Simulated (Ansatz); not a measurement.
Calculated with Ansatz (gas phase, PBE0-D4/def2-TZVP geometries, no zero-point term in ΔE). CCSD(T)/CBS adds triple-zeta CCSD(T) − MP2 to the extrapolated MP2 energy (def2 sets, frozen cores). Functionals use def2-TZVPP. B3LYP here is the variant with VWN-RPA as its local correlation; programs differ in this. HSE06 is defined as in plane-wave codes. def2 core potentials past Kr. For Sn outer-core shells are correlated without core-valence functions, which leaves a few kJ/mol of doubt a bond. One conformer a species, not always the lowest.

`O[SiH2][O][SnH3]` + `[SiH3]S` → `[SiH3][S][SnH3]` + `O[SiH2]O`  (ligand exchange at the Sn–O bond)

`O[SiH2][O][SnH3]`:

Cartesian coordinates in Å:
```
O -0.506 2.033 0.303
Si 0.715 1.190 -0.415
O 0.796 -0.350 0.087
Sn -0.533 -1.799 0.174
H -0.387 2.285 1.220
H 2.026 1.818 -0.105
H 0.394 1.268 -1.861
H -1.339 -1.619 1.663
H 0.403 -3.216 0.098
H -1.571 -1.609 -1.164
```

`[SiH3]S`:

Z-matrix (Å, degrees):
```
Si
S 1 2.137
H 1 1.485 2 111.6
H 1 1.485 2 111.6 3 -122.0
H 1 1.482 2 104.8 3 119.0
H 2 1.344 1 94.7 3 60.9
```

`[SiH3][S][SnH3]`:

```xyz
9

Si   -0.970   -1.194   -0.757
S     1.125   -0.882   -0.549
Sn    1.061    1.155    0.734
H    -1.631   -1.338    0.567
H    -1.142   -2.442   -1.540
H    -1.618   -0.062   -1.473
H     2.690    1.562    0.999
H     0.235    0.854    2.195
H     0.249    2.347   -0.176
```

`O[SiH2]O`:

Z-matrix (Å, degrees):
```
Si
O 1 1.642
O 1 1.642 2 113.5
H 1 1.481 2 111.5 3 116.9
H 1 1.481 2 103.8 3 -121.2
H 2 0.958 1 117.7 3 -66.0
H 3 0.958 1 117.7 2 -66.0
```

```tsv
level	ΔE (kJ/mol)	difference from CCSD(T)/CBS
r2SCAN-D4	-33.5	-0.8
B3LYP-D4	-30.3	2.4
r2SCANh-D4	-35.0	-2.3
r2SCAN0-D4	-37.0	-4.3
HSE06-D4	-41.0	-8.3
B2PLYP	-28.6	4.1
revPBE	-36.0	-3.3
BLYP	-25.5	7.2
RPA@PBE/def2-TZVPP	-23.2	9.5
HF/def2-SVP	-24.8	7.9
CCSD/def2-SVP	-22.1	10.6
CCSD(T)/def2-SVP	-22.6	10.1
MP2/def2-TZVPP	-35.3	-2.6
SCS-MP2/def2-TZVPP	-28.1	4.6
SCS-MP2/def2-QZVPP	-29.5	3.2
CCSD/CBS(def2)	-31.4	1.3
CCSD(T)/CBS	-32.7	0
```

Largest T1 diagnostic among the species: 0.013.

At CCSD(T), def2-SVP lies +10.1 kJ/mol from the extrapolated value and def2-TZVPP +3.4 kJ/mol. In def2-TZVPP, CCSD(T) changes the Hartree–Fock value by −6.1 kJ/mol (the triples alone add −1.3 kJ/mol) and MP2 by −12.1 kJ/mol. From r2SCAN to r2SCAN0 (25 % exact exchange), in def2-TZVPP and without D4, ΔE moves by −3.4 kJ/mol.

CCSD(T)/CBS has its own doubt, a few kJ/mol and more with outer-core shells, so smaller differences from it don't rank the levels.
